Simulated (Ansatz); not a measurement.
Breaking the P1–O2 bond in PO (multiplicity 2 held). Energies count from the point at 1.480 Å.


Signs of static correlation in cc-pV(D+d)Z, with CASSCF(11,8), from Ansatz (an electronic-structure program) runs.

```tsv
R (Å)	T1 of restricted CCSD	⟨S²⟩ of UHF	largest double amplitude of restricted CCSD	weight of the CASSCF reference in MRCISD	CASSCF natural occupations
1.184	0.018	0.762	0.070	0.936	2.00 2.00 2.00 1.98 1.97 1.01 0.03 0.01
1.332	0.022	0.764	0.077	0.933	2.00 2.00 1.99 1.98 1.95 1.01 0.05 0.02
1.480	0.030	0.767	0.104	0.931	2.00 2.00 1.98 1.97 1.93 1.02 0.08 0.03
1.628	0.040	1.418	0.137	0.929	2.00 1.99 1.97 1.96 1.90 1.03 0.11 0.04
1.776	…	1.606	0.181	0.928	2.00 1.99 1.96 1.94 1.85 1.04 0.16 0.06
1.998	0.109	…	0.254	0.927	2.00 1.99 1.94 1.90 1.71 1.05 0.29 0.11
2.220	0.152	2.353	0.242	0.926	2.00 1.99 1.96 1.80 1.48 1.04 0.52 0.20
2.590	0.078	2.637	0.525	0.926	2.00 2.00 2.00 1.51 1.17 1.00 0.83 0.49
2.960	0.350	2.716	0.135	0.927	2.00 2.00 2.00 1.28 1.07 1.00 0.93 0.72
3.404	0.399	2.744	0.112	0.927	2.00 2.00 2.00 1.14 1.03 1.00 0.97 0.86
3.996	0.424	2.753	0.118	0.928	2.00 2.00 2.00 1.06 1.01 1.00 0.99 0.94
4.735	0.433	2.754	0.120	0.928	2.00 2.00 2.00 1.02 1.00 1.00 1.00 0.98
5.919	0.435	2.754	0.120	0.928	2.00 2.00 2.00 1.00 1.00 1.00 1.00 1.00
```

Problem. Complete the blanks.

Solution. 
- 1.776, T1 of restricted CCSD: 0.055
- 1.998, ⟨S²⟩ of UHF: 1.869

Doubts at one or more of the structures used: a restricted determinant that unrestricted orbitals would lower (RO-CCSD(T)/cc-pV(D+d)Z); T1 above 0.05 (RO-CCSD(T)/cc-pV(D+d)Z, U-CCSD(T)/cc-pV(D+d)Z); other coupled-cluster roots lie near (RO-CCSD(T)/cc-pV(D+d)Z); a spin-contaminated determinant (U-CCSD(T)/cc-pV(D+d)Z); the program's own flag: large difference (U-CCSD(T)/cc-pV(D+d)Z).
